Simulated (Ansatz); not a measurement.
Consider the isomerisation: `C[SiH](F)[O][AlH2]` → `F[CH2][AlH][O][SiH3]`.

Computed with Ansatz on PBE0-D4/def2-TZVP structures; ΔE is electronic, products minus reactants. CBS: MP2 limit from def2 TZ/QZ plus the TZ coupled-cluster correction, frozen cores. DFT in def2-TZVPP. B3LYP here is the variant with VWN-RPA as its local correlation; programs differ in this. Each species was taken in one conformer, which may not be the lowest.

| level | ΔE (kJ/mol) |
| --- | --- |
| r2SCAN-D4 | 285.4 |
| B3LYP-D4 | 276.8 |
| B2PLYP | 284.0 |
| PBE | 267.1 |

What does CCSD(T)/CBS give? (An estimate is asked.)

The calculation gave: +289.8 kJ/mol. The listed levels differ from it by -4.4, -13.0, -5.8, -22.7 kJ/mol.

Largest T1 diagnostic among the species: 0.012.

From PBE to PBE0 (25 % exact exchange), in def2-TZVPP and without D4, ΔE moves by +10.0 kJ/mol.
